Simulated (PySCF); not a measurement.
All values below come from B3LYP-D3(BJ)/def2-TZVP (PySCF 2.14.0). Gas-phase values, no solvent. B3LYP has the VWN-RPA correlation part, as in Gaussian. 

Reference species (SMILES): `F[Si](F)F` (neutral, multiplicity 2).

| Property | Value |
|---|---|
| highest occupied spin orbital | -7.62 eV |

Changed species: `Cl[Si](F)F` (radical fragment; the reference has radical fragment).

**Question.** What does the change do to the highest occupied spin orbital?

**Answer.** the highest occupied spin orbital goes up by 0.32 eV, to -7.30 eV.
